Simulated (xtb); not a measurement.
Job for xtb: GFN-FF on CH6N2Si (a complex), monomers drawn apart or pushed together.

```
$ xtb mol.xyz --gfnff --sp --chrg 0 --uhf 0
10

N      1.20011498    -0.04338340     0.93901748
N      0.82041372     0.05478646    -0.07873401
C      0.39615003    -0.20717572     6.04992040
Si    -1.27466322     0.11084729     5.26072789
H      1.17450549    -0.28014675     5.28914542
H      0.38616936    -1.13951050     6.61744578
H      0.66272123     0.60106890     6.73338111
H     -1.25955079     1.37813893     4.49001283
H     -2.33207004     0.21080070     6.29667903
H     -1.63658219    -0.98931585     4.33394906
```

The log:

```
[...]
           -------------------------------------------------
          |                Calculation Setup                |
           -------------------------------------------------



molecular fragmentation (1/2 indicates fragments):
1122222222
# atoms in fragment 1/2:     2     8
 fragment masses (1/2) :       28.01       46.14
CMA distance (Bohr)    :  10.160
constraining FC (au)   :  0.0500

          ==================== Thresholds ====================
          CN  :   150.00000
          rep :   500.00000
          disp:  2500.00000
          HB1 :   250.00000
          HB2 :   450.00000

          Pauling EN used:
          Z : 1  EN :  2.20
          Z : 6  EN :  2.55
          Z : 7  EN :  3.04
          Z :14  EN :  1.90
          electric field strengths (au): 0.000

           -------------------------------------------------
          |           Force Field Initialization            |
           -------------------------------------------------

          distances ...
          ----------------------------------------
          generating topology and atomic info file ...
          pair mat ...
          computing topology distances matrix with Floyd-Warshall algo ...
          making topology EEQ charges ...
          #fragments for EEQ constrain: 2
          ----------------------------------------
          generating topology and atomic info file ...
          pair mat ...
          computing topology distances matrix with Floyd-Warshall algo ...
          making topology EEQ charges ...
          rings ...
          # BATM   18
          # H in HB   3
          doing iterative Hueckel for 1 subsystem(s) ...

  atom   neighbors  erfCN metchar sp-hybrid imet pi  qest     coordinates
    1  N       1    0.98   0.00         1    0    1   0.000    2.267889   -0.081983    1.774486
    2  N       1    0.98   0.00         1    0    1   0.000    1.550357    0.103531   -0.148786
    3  C       4    3.48   0.00         3    0    0  -0.070    0.748615   -0.391505   11.432693
    4  Si      4    3.44   0.05         3    0    0   0.035   -2.408764    0.209471    9.941335
    5  H       1    0.97   0.00         0    0    0   0.019    2.219494   -0.529401    9.995036
    6  H       1    0.97   0.00         0    0    0   0.019    0.729754   -2.153363   12.505160
    7  H       1    0.97   0.00         0    0    0   0.019    1.252362    1.135856   12.724246
    8  H       1    0.95   0.01         0    0    0  -0.007   -2.380206    2.604305    8.484895
    9  H       1    0.95   0.01         0    0    0  -0.007   -4.406974    0.398356   11.898999
   10  H       1    0.95   0.01         0    0    0  -0.007   -3.092692   -1.869536    8.189977

          #atoms :   10
          #bonds :   8
          #angl  :   12
          #tors  :   9
          #nmol  :   2
          #optfrag :   2
           -------------------------------------------------
          |                   G F N - F F                   |
          |          A general generic force-field          |
          |                  Version 1.0.3                  |
           -------------------------------------------------
          Number of HB bonds (bound hydrogen)     18
          Number of HB bonds (unbound hydrogen)   36
          Number of XB bonds                      0

 E+G (total)                   0 d,  0 h,  0 min,  0.000 sec
 distance/D3 list               ...        0 min,  0.000 sec (  0.506%)
 non bonded repulsion           ...        0 min,  0.000 sec ( 16.247%)
 dCN                            ...        0 min,  0.000 sec (  3.139%)
 EEQ energy and q               ...        0 min,  0.000 sec ( 14.849%)
Note: The following floating-point exceptions are signalling: IEEE_UNDERFLOW_FLAG IEEE_DENORMAL
normal termination of xtb
 D3                             ...        0 min,  0.000 sec ( 11.027%)
 EEQ gradient                   ...        0 min,  0.000 sec (  2.362%)
 bonds                          ...        0 min,  0.000 sec (  5.642%)
 bend and torsion               ...        0 min,  0.000 sec (  7.825%)
 bonded ATM                     ...        0 min,  0.000 sec (  2.594%)
 HB/XB (incl list setup)        ...        0 min,  0.000 sec ( 28.672%)

         :::::::::::::::::::::::::::::::::::::::::::::::::::::
         ::                     SUMMARY                     ::
         :::::::::::::::::::::::::::::::::::::::::::::::::::::
         :: total energy              -1.341849454972 Eh    ::
         :: gradient norm              0.081453387176 Eh/a0 ::
         ::.................................................::
         :: bond energy               -1.420306327842 Eh    ::
         :: angle energy               0.016349148641 Eh    ::
         :: torsion energy             0.000000001101 Eh    ::
         :: repulsion energy           0.066588705483 Eh    ::
         :: electrostat energy        -0.001489054008 Eh    ::
         :: dispersion energy         -0.002988110130 Eh    ::
         :: HB energy                  0.000000000000 Eh    ::
         :: XB energy                  0.000000000000 Eh    ::
         :: bonded atm energy         -0.000003818217 Eh    ::
         :: external energy            0.000000000000 Eh    ::
         :: add. restraining           0.000000000000 Eh    ::
         :: total charge              -0.000000000000 e     ::
         :::::::::::::::::::::::::::::::::::::::::::::::::::::

           -------------------------------------------------
          |                Property Printout                |
           -------------------------------------------------

molecular dipole:
                 x           y           z       tot (Debye)
 q only:        0.018      -0.003       0.008       0.051

           -------------------------------------------------
          | TOTAL ENERGY               -1.341849454972 Eh   |
          | GRADIENT NORM               0.081453387176 Eh/α |
           -------------------------------------------------
########################################################################
[WARNING] Runtime exception occurred
-1- gfnff_setup: Could not read topology file.
########################################################################

------------------------------------------------------------------------
------------------------------------------------------------------------
 total:
 SCF:
```

The run finished.

Cost: roughly 0.020 core-seconds.
